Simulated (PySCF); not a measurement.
Telling isomers of C$_{8}$H$_{11}$N apart by NMR

All values are calculated (PySCF 2.14): structure optimised with PBE0-D3(BJ)/def2-SVP, σ from GIAO-PBE0/pcSseg-1. Single conformer, gas phase, equivalent nuclei averaged, relativity neglected.

References, each an isolated molecule treated in the same way: TMS for ¹H (σref 31.27), ¹³C (σref 184.41). Where no couplings were computed, multiplicities follow the n + 1 count of equivalent neighbours, and m marks all less simple cases (inequivalent or close neighbours, rings, F or P nearby). Shifts are as computed. Against solution values, carbons near 30 ppm lie about +2 ppm off and those near 130 ppm about +5 ppm. Of 1211 compounds with measured shifts, 218 miss one by over three times the rms of a fit or turn the order of signals round; such compounds aren't used in these exercises. OH and NH positions are gas-phase values without hydrogen bonding to other molecules.

(1) Tabulate the signals of `CCCc1cccnc1`, `Cc1cccc(C)c1N` and their relative energies.

(2) What is the quickest way to tell CCCc1cccnc1 from Cc1cccc(C)c1N?

## Answers

(1) 
| SMILES | carbon types | δC | δH | E rel. (kcal/mol) |
| --- | --- | --- | --- | --- |
| CCCc1cccnc1 | 1×C 4×CH 2×CH2 1×CH3 | 156.1, 153.3, 143.2, 140.7, 128.1, 39.4, 32.3, 16.9 | 8.63 (d, 1H), 8.63 (s, 1H), 7.49 (d, 1H), 7.17 (m, 1H), 2.30 (t, 2H), 1.32 (m, 2H), 1.11 (t, 3H) | 8.9 |
| Cc1cccc(C)c1N | 3×C 3×CH 2×CH3 | 147.7, 133.9, 122.0, 121.5, 19.2 | 7.06 (d, 2H), 6.70 (t, 1H), 3.07 (br s, 2H), 2.10 (s, 6H) | 0.0 |

Energies are electronic energies at PBE0/pcSseg-1 on these geometries, without zero-point or thermal terms, each for the one conformer computed, which needn't be the lowest.

(2) Count the carbon signals: 8 against 5. The first has an sp3 CH2 on an aromatic ring at 39.4 ppm, the second a substituted aromatic carbon (C) at 122.0 ppm. Their most deshielded carbons lie at 156.1 and 147.7 ppm. In the proton spectra the most deshielded non-exchanging signals are 8.63 (d, 1H) and 7.06 (d, 2H).
